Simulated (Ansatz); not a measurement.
Mulliken charges of `C[SiH2][Zn][F]` from r2SCAN/def2-TZVPP in Ansatz (PBE0-D4/def2-TZVP geometry).

```csv
atom,x (Å),y (Å),z (Å),charge (e)
C1,-0.697,1.089,-0.513,-0.312
Si2,-0.096,-0.193,0.723,0.303
Zn3,1.451,-1.696,-0.189,0.419
F4,2.616,-2.825,-0.884,-0.499
H5,-1.191,0.612,-1.363,0.081
H6,-1.412,1.763,-0.037,0.085
H7,0.134,1.686,-0.895,0.081
H8,-1.254,-0.969,1.251,-0.078
H9,0.537,0.487,1.890,-0.078
```

Question: By hand: the dipole of these point charges (1 e Å = 4.8032 D).

Answer: Σ q r = (-0.659, 0.674, 0.310) e Å, of length 0.992 e Å = 4.76 D.

Question: How does the dipole of the full density compare? (Estimate.)

Answer: Computed: (-0.441, 0.497, 0.104) e Å, 3.23 D; the point charges give 1.47 times that, at 10° from its direction.

Point charges leave out the atoms' own dipoles, such as those of lone pairs, and Mulliken's split depends on the basis, so the two needn't agree.
